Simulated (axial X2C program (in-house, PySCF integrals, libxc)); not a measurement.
**What spin–orbit coupling does to NaTl**

Computed with an in-house relativistic program for diatomic molecules. Spin-free means the one-electron spin-free X2C Hamiltonian; two-component (2c) means X2C with spin–orbit coupling and atomic mean-field two-electron Coulomb and Gaunt terms, so the difference of the two also holds small scalar two-electron terms. Basis: Tl dyall-cv3z [12s14p10d7f1g], Na dyall-cv3z [9s8p5d2f] (cores contracted in-house); Gaussian nuclei, density fitting, unrestricted open shells. Masses: Tl 204.974 u, Na 22.990 u.

Spin-free state: M_S = 0, Λ = 0 (closed shell); fragments Tl + Na.

```json
{"level": "PBE0", "Re (Å)": "3.255", "ωe (cm⁻¹)": "136.6", "De (eV)": "0.738", "μ (D)": "1.16"}
{"level": "HF", "Re (Å)": "3.336", "ωe (cm⁻¹)": "134.7", "De (eV)": "-0.071", "μ (D)": "1.97"}
{"level": "MP2", "Re (Å)": "3.261", "ωe (cm⁻¹)": "139.1", "De (eV)": "0.564", "μ (D)": "n/a"}
{"level": "CCSD", "Re (Å)": "3.297", "ωe (cm⁻¹)": "133.1", "De (eV)": "0.721", "μ (D)": "n/a"}
{"level": "CCSD(T)", "Re (Å)": "3.301", "ωe (cm⁻¹)": "130.4", "De (eV)": "0.767", "μ (D)": "n/a"}
{"level": "r2SCAN", "Re (Å)": "3.262", "ωe (cm⁻¹)": "135.2", "De (eV)": "0.677", "μ (D)": "1.15"}
```

Correlated methods: 14 electrons correlated (number of frozen shells: Tl 5 s, 4 p, 2 d, 1 f; Na 2 s, 1 p), 296 virtual spin orbitals or spinors in MP2, 90 natural virtuals in coupled cluster.

Dipoles are positive if Na is the positive end.

Two-component determinant lowest at the distance of the search:

Ω = 0 (closed shell); fragments Tl + Na.

```
  level  Re (Å)  ωe (cm⁻¹)  De (eV)  μ (D)
   PBE0   3.157      133.9    0.523   2.78
     HF   3.183      136.4   -0.336   4.50
    MP2   3.150      136.8    0.343    n/a
   CCSD   3.194      129.7    0.424    n/a
CCSD(T)   3.208      124.7    0.488    n/a
 r2SCAN   3.190      131.6    0.584   2.30
```

Task: From the two tables, how do the constants change at the CCSD(T) level (2c against spin-free)?

Result: At the CCSD(T) level Re falls by 0.093 Å and ωe drops by 5.7 cm⁻¹; De changes by -0.279 eV.

The state is a single determinant with fixed occupations, the lowest that a limited PBE0 search found. Closed shells are restricted here (equal orbitals for both partners); the stretched side of such a curve lies too high. Dissociation energies refer to the lowest single-determinant-based atoms at the same level and basis. Coupled cluster ran in a truncated set of natural virtual spinors; the MP2 energy of the rest was added. (T) has no such correction and the atoms are truncated less, which lowers De at CCSD(T) by a hundredth of an eV or more. Other states lie close and PBE0, whose exact exchange favours high spin, may order them wrongly; the determinant shown need not be the ground state. The nearest other spin-free determinant of the search, M_S = 1, Λ = 1, lies 0.31 eV up at the distance of the search. Without a current term, density functionals place determinants with orbital angular momentum somewhat too high. With the outer-core shells frozen, correlated bond lengths of heavy atoms tend to come out a few hundredths of an ångström too long.
